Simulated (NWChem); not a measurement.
Program: NWChem. System: CH7Si2, charge 0, spin multiplicity 2, displaced from the optimised geometry. The structure started from a generated list of species. Its SCF solution wasn't tested for a lower state. Level: UBP86/def2-SVP.

The NWChem input:

```
start mol
memory heap 200 mb stack 900 mb global 1100 mb
geometry units angstroms nocenter noautoz
  Si    -1.700336    -0.130119     0.135620
  C      0.000000     0.000000    -0.690116
  Si     1.700336     0.130119     0.135620
  H     -2.607710     1.009781    -0.324837
  H     -2.382923    -1.442296    -0.249406
  H     -1.568147    -0.073192     1.652214
  H      0.000000     0.000000    -1.812610
  H      2.382923     1.442296    -0.249406
  H      2.607710    -1.009781    -0.324837
  H      1.568147     0.073192     1.652214
  symmetry group C2
end
basis spherical
  * library def2-svp
end
dft
  xc becke88 perdew86
  odft
  mult 2
  semidirect memsize 60000000 filesize 0
  iterations 100
  grid coarse
end
task dft gradient
```

NWChem printed:

```
             Northwest Computational Chemistry Package (NWChem) 7.3.0
             --------------------------------------------------------

                                NWChem Input Module
                                -------------------

 Scaling coordinates for geometry "geometry" by  1.889725989
 (inverse scale =  0.529177249)

 Turning off AUTOSYM since
 SYMMETRY directive was detected!

                             Geometry "geometry" -> ""
                             -------------------------

 Output coordinates in angstroms (scale by  1.889725989 to convert to a.u.)

  No.       Tag          Charge          X              Y              Z
 ---- ---------------- ---------- -------------- -------------- --------------
    1 Si                  14.0000    -1.70033600    -0.13011900     0.13562000
    2 C                    6.0000     0.00000000     0.00000000    -0.69011600
    3 Si                  14.0000     1.70033600     0.13011900     0.13562000
    4 H                    1.0000    -2.60771000     1.00978100    -0.32483700
    5 H                    1.0000    -2.38292300    -1.44229600    -0.24940600
    6 H                    1.0000    -1.56814700    -0.07319200     1.65221400
    7 H                    1.0000     0.00000000     0.00000000    -1.81261000
    8 H                    1.0000     2.38292300     1.44229600    -0.24940600
    9 H                    1.0000     2.60771000    -1.00978100    -0.32483700
   10 H                    1.0000     1.56814700     0.07319200     1.65221400

 Effective nuclear repulsion energy (a.u.)     135.8349956664

            Nuclear Dipole moment (a.u.)
            ----------------------------
        X                 Y               Z
 ---------------- ---------------- ----------------
    -0.0000000000     0.0000000000    -0.0000075589

      Symmetry information
      --------------------

 Group name             C2
 Group number              4
 Group order               2
 No. of unique centers     6

      Symmetry unique atoms

     1    2    4    5    6    7


 Summary of "ao basis" -> "" (spherical)
[...]
          Use of symmetry is: on ; symmetry adaption is: on
          Maximum number of iterations: 100
          AO basis - number of functions:    85
                     number of shells:    43
          Convergence on energy requested:  1.00D-06
          Convergence on density requested:  1.00D-05
          Convergence on gradient requested:  5.00D-04

              XC Information
              --------------
                    Becke 1988 Exchange Functional  1.000
                Perdew 1981 Correlation Functional  1.000 local
                Perdew 1986 Correlation Functional  1.000 non-local

             Grid Information
             ----------------
          Grid used for XC integration:  coarse
          Radial quadrature: Mura-Knowles
          Angular quadrature: Lebedev.
          Tag              B.-S. Rad. Rad. Pts. Rad. Cut. Ang. Pts.
          ---              ---------- --------- --------- ---------
          Si                  1.10       70          11.0       302
          C                   0.70       35           8.0       302
          H                   0.35       35          13.0       302
          Grid pruning is: on
          Number of quadrature shells:   245
          Spatial weights used:  Erf1

          Convergence Information
          -----------------------
          Convergence aids based upon iterative change in
          total energy or number of iterations.
          Levelshifting, if invoked, occurs when the
          HOMO/LUMO gap drops below (HL_TOL):  1.00D-02
          DIIS, if invoked, will attempt to extrapolate
          using up to (NFOCK): 10 stored Fock matrices.

                    Damping( 0%)  Levelshifting(0.5)       DIIS
                  --------------- ------------------- ---------------
          dE  on:    start            ASAP                start
          dE off:    2 iters        100 iters           100 iters

      Screening Tolerance Information
      -------------------------------
          Density screening/tol_rho:  1.00D-10
          AO Gaussian exp screening on grid/accAOfunc:  14
          CD Gaussian exp screening on grid/accCDfunc:  20
          XC Gaussian exp screening on grid/accXCfunc:  20
          Schwarz screening/accCoul:  1.00D-08

                            NWChem DFT Gradient Module
                            --------------------------

  charge          =   0.00
  wavefunction    = open shell

  Using symmetry

                         DFT ENERGY GRADIENTS

    atom               coordinates                        gradient
                 x          y          z           x          y          z
   1 Si     -3.213169  -0.245889   0.256285   -0.003964  -0.000325   0.001004
   2 C       0.000000   0.000000  -1.304130    0.000000   0.000000  -0.000811
   3 Si      3.213169   0.245889   0.256285    0.003964   0.000325   0.001004
   4 H      -4.927857   1.908209  -0.613853   -0.003372   0.004542  -0.001689
   5 H      -4.503072  -2.725544  -0.471309   -0.002453  -0.005171  -0.001388
   6 H      -2.963368  -0.138313   3.122232    0.000597   0.000259   0.006340
   7 H       0.000000   0.000000  -3.425336    0.000000   0.000000  -0.007725
   8 H       4.503072   2.725544  -0.471309    0.002453   0.005171  -0.001388
   9 H       4.927857  -1.908209  -0.613853    0.003372  -0.004542  -0.001689
  10 H       2.963368   0.138313   3.122232   -0.000597  -0.000259   0.006340

                 ----------------------------------------
                 |  Time  |  1-e(secs)   |  2-e(secs)   |
                 ----------------------------------------
                 |  CPU   |       0.01   |       1.36   |
                 ----------------------------------------
                 |  WALL  |       0.01   |       1.36   |
                 ----------------------------------------

 Task  times  cpu:        5.1s     wall:        5.1s

 Total times  cpu:        5.1s     wall:        5.1s
```
